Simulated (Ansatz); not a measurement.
A single point on C₂H₇BFNS.

```yaml
crystal:
  periodic: [false, false, false]
  atoms:
    - {symbol: B, position_ang: [0.217993, -1.790548, -0.317455]}
    - {symbol: C, position_ang: [0.285692, -0.342188, 0.288912]}
    - {symbol: F, position_ang: [0.162485, -0.134520, 1.581632]}
    - {symbol: S, position_ang: [-1.702923, -2.006855, -0.294125]}
    - {symbol: N, position_ang: [0.383876, 0.759500, -0.398508]}
    - {symbol: C, position_ang: [0.203540, 2.115258, 0.075517]}
    - {symbol: H, position_ang: [0.808075, -2.595851, 0.353654]}
    - {symbol: H, position_ang: [0.556506, -1.732102, -1.479040]}
    - {symbol: H, position_ang: [-1.854177, -2.291687, 1.008908]}
    - {symbol: H, position_ang: [0.478952, 0.602488, -1.391394]}
    - {symbol: H, position_ang: [0.943747, 2.762871, -0.393452]}
    - {symbol: H, position_ang: [-0.798232, 2.472877, -0.173350]}
    - {symbol: H, position_ang: [0.334868, 2.145757, 1.153601]}
basis:
  gaussian: {orbitals: def2-QZVPP}
correlation: {method: mp2}
```

```sh
$ ansatz run in.yaml --threads 2 --pin off --events-out ev --progress --plain --max-ram 22528MiB --backend cuda --devices 0, --max-vram 18GiB
```

Shortened log:

```
Functional definition: HF
3395 factors; integrals over basis functions are off by at most 1.2e-3 eV
mean field evaluation 1: about -17848.4108 eV, gradient 3.5e1 eV
mean field evaluation 2: about -17848.6102 eV, gradient 3.5e1 eV
mean field evaluation 4: about -17851.9080 eV, gradient 4.8e0 eV
mean field evaluation 8: about -17851.9751 eV, gradient 3.7e-1 eV
mean field -17851.97589232 eV, -656.0480135390 hartree, gradient 5.9e-6 eV, S^2 0.000000; 0 other end points of the search recorded, 0 dependent functions left out
10 core orbitals not correlated: weight in the atoms' cores, before any rotation towards them, 1.000 or more for the frozen orbitals, at most 0.000 for the correlated occupied ones
reference -17851.97589232 eV, -656.0480135390 hartree; 18, 18 occupied and 537, 537 virtual orbitals, 3395 factors
second order -31.69189265 eV of doubles, -0.00000000 eV of singles
Total energy: -17883.66778497 eV, -657.2126691123 hartree
```

Hardware: 2 threads of an AMD EPYC 7R13 on a shared host and a share of an NVIDIA H100 80 GB. Wall time 3.1 s, peak host memory 1.1 GiB.
